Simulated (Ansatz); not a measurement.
CH$_{8}$N$_{2}$OSi, SMILES `CO[SiH](N)N` at its PBE0-D4/def2-TZVP geometry, where that method's forces vanish. Total charge 0; spin multiplicity 1.

```xyz
13

C    -1.9432   -0.6163    0.5357
O    -1.0446    0.0668   -0.2987
Si    0.5914   -0.0857   -0.2175
N     1.4153    0.2254   -1.6710
N     1.1409    1.0727    0.9097
H    -2.8851   -0.7579    0.0005
H    -2.1519   -0.0438    1.4473
H    -1.5623   -1.6028    0.8292
H     0.8513   -1.5168    0.1144
H     1.4723    1.1648   -2.0299
H     1.4377   -0.4599   -2.4079
H     0.5589    1.3656    1.6758
H     2.1195    1.1878    1.1122
```

(1) What forces (eV/Å) does ωB97M-V/def2-TZVPP give on these atoms in Ansatz 0.2.0? (An estimate is asked.)

Answers

(1) The calculation gave: 
```
C1  -0.232 -0.157  0.197
O2   0.093  0.112 -0.140
Si3  0.046 -0.198  0.035
N4   0.021  0.010 -0.068
N5   0.025  0.026  0.056
H6   0.084  0.009  0.055
H7   0.022 -0.051 -0.085
H8  -0.030  0.085 -0.028
H9  -0.035  0.147 -0.028
H10  0.004 -0.027 -0.004
H11  0.005  0.026  0.005
H12  0.020  0.006 -0.005
H13 -0.023  0.011  0.010
```
